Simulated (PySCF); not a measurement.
Geometries of 2 isomers of C2H6OSeSi, from PBE0-D3(BJ)/def2-SVP geometry optimisation, gas phase in PySCF. One conformer each, no zero-point energy, no frequencies.

Question: Which isomer lies lower at this level?
A.
```xyz
11
angstrom
C     -1.628    0.173   -0.500
C     -0.152   -0.111   -0.478
O      0.404   -0.687   -1.385
Si     0.880    0.484    1.077
Se     2.997   -0.158    0.604
H     -1.798    1.260   -0.434
H     -2.110   -0.279    0.382
H     -2.077   -0.223   -1.422
H      0.714    1.963    1.223
H      0.307   -0.151    2.305
H      2.419   -0.711   -0.647
```
B.
```xyz
11
angstrom
C     -2.358    0.427    0.222
Se    -0.649    1.365    0.407
Si     0.669   -0.269   -0.469
C      2.485    0.399   -0.429
O      3.373   -0.238   -0.936
H     -2.556    0.187   -0.831
H     -3.130    1.117    0.585
H     -2.368   -0.484    0.833
H      0.311   -0.592   -1.883
H      0.609   -1.533    0.328
H      2.705    1.382    0.076
```

Answer: A. That is `CC(=O)[SiH2][SeH]`, 15.1 kcal/mol below the other.

| SMILES | atoms numbered as above | E (Eh) | relative (kcal/mol) | relative (kJ/mol) | dipole (D) |
| --- | --- | --- | --- | --- | --- |
| CC(=O)[SiH2][SeH] | [CH3:1][C:2](=[O:3])[SiH2:4][SeH:5] | -2845.03263 | 0.0 | 0.0 | 2.91 |
| C[Se][SiH2]C=O | [CH3:1][Se:2][SiH2:3][CH:4]=[O:5] | -2845.00857 | 15.1 | 63.2 | 2.69 |
